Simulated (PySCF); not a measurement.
PBE on Sr⁻ (strontium, charge -1), [Kr] 4d1 5s2, 2D determinant. Calculation: PySCF 2.14, in aug-cc-pwCVTZ-X2C; scalar relativity by spin-free X2C-1e.

```
cycle= 1 E= -3178.86839759444  delta_E= -0.00369  |g|= 0.0847  |ddm|= 1.17
cycle= 2 E= -3178.87895900841  delta_E= -0.0106  |g|= 0.0368  |ddm|= 1.89
cycle= 3 E= -3178.87788273322  delta_E= 0.00108  |g|= 0.0321  |ddm|= 0.608
cycle= 4 E= -3178.88021308241  delta_E= -0.00233  |g|= 0.00665  |ddm|= 0.513
cycle= 5 E= -3178.88036584127  delta_E= -0.000153  |g|= 0.000971  |ddm|= 0.0984
cycle= 6 E= -3178.88036937089  delta_E= -3.53e-06  |g|= 0.00135  |ddm|= 0.0417
cycle= 7 E= -3178.88037481425  delta_E= -5.44e-06  |g|= 0.000548  |ddm|= 0.0187
cycle= 8 E= -3178.88037589538  delta_E= -1.08e-06  |g|= 5.68e-05  |ddm|= 0.00752
cycle= 9 E= -3178.88037591116  delta_E= -1.58e-08  |g|= 9.73e-06  |ddm|= 0.000918
cycle= 10 E= -3178.88037591169  delta_E= -5.31e-10  |g|= 2.47e-06  |ddm|= 0.000404
converged SCF energy = -3178.88037591169  <S^2> = 0.75677243  2S+1 = 2.006761
```

Highest occupied orbital energy: 1.279 eV; ⟨L²⟩ = 6.02; populations by l: s 10.00, p 18.00, d 11.00, f 0.00.

Problem. Can this result be used?

Solution. With care. The run converged. The configuration of this anion was assumed by filling the next shell in order. It is not the known or likely ground configuration (Ca⁻, Sr⁻ and Ba⁻, for instance, bind a p electron), so these values are not the electron affinity of the element. At PBE the highest occupied level has a positive energy, so only the finite basis holds that electron.
